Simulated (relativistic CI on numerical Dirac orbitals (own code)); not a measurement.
## Dy3+ (4f9) in a crystal field

Calculated by Dirac-Coulomb-Breit CI, KLI orbitals optimised for each configuration, model QED, valence Slater integrals scaled by 0.75, one configuration in a parametric crystal field (own radial code).

Field parameters in Wybourne normalisation; cubic f-shell fields have B⁴₄ = √(5/14) B⁴₀ and B⁶₄ = −√(7/2) B⁶₀. The field is a parameter set, without covalency.

S is read from ⟨S²⟩ = S(S + 1).

Powder χT (cm³ K mol⁻¹) by Van Vleck's formula, with temperature-independent terms:

```csv
Field,2 K,5 K,10 K,20 K,50 K,100 K,200 K,300 K
"D3h, B20 = 780, B40 = -520, B60 = -660, B66 = 390 cm⁻¹",12.3,12.4,12.5,12.7,13.2,13.6,13.8,13.9
"Oh, B40 = 1880, B60 = 660 cm⁻¹",4.73,5.72,7.35,9.91,12.3,13,13.4,13.6
```

Task: For D3h, B20 = 780, B40 = -520, B60 = -660, B66 = 390 cm⁻¹: what effective moment follows at 300 K?

Result: μ_eff = √(8χT) = 10.54 μB. The LS value g√(J(J + 1)) of the free ion's ⁶H°15/2 level is 10.65 μB.
